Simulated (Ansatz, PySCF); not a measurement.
Gas-phase reaction R1 → P1 + P2, each structure at its B3LYP-D3(BJ)/def2-SVP stationary point, reached from a drawn start (curvature not checked).
R1, Cl6Si2 (SMILES Cl[Si](Cl)(Cl)[Si](Cl)(Cl)Cl) (charge 0, multiplicity 1):
```xyz
8

Cl     2.089    -0.460    -1.611
Si     1.143    -0.109     0.184
Cl     1.866     1.627     1.020
Cl     1.478    -1.687     1.463
Si    -1.143     0.109    -0.184
Cl    -1.478     1.687    -1.463
Cl    -1.866    -1.627    -1.020
Cl    -2.089     0.460     1.611
```
P1: Cl2Si (SMILES Cl[Si]Cl), charge 0, multiplicity 1.
P2: SiCl4 (SMILES Cl[Si](Cl)(Cl)Cl), charge 0, multiplicity 1.

P less R. No zero-point or thermal terms. One arrangement of each flexible species, with no search for the lowest.

The values were computed with Ansatz (a program for electronic structure) with Gaussian orbitals; PySCF for the D3/D4 terms. No computed number here is a measurement.

Q: One of these levels gives 164.4 kJ/mol for the reaction energy. Which one is it?
A. PBE/def2-TZVPP
B. r2SCAN-D3(BJ)/def2-TZVPP
C. PBE-D3(BJ)/def2-TZVPP

A: B, r2SCAN-D3(BJ)/def2-TZVPP. The others give 133.9 (PBE/def2-TZVPP), 151.0 (PBE-D3(BJ)/def2-TZVPP)
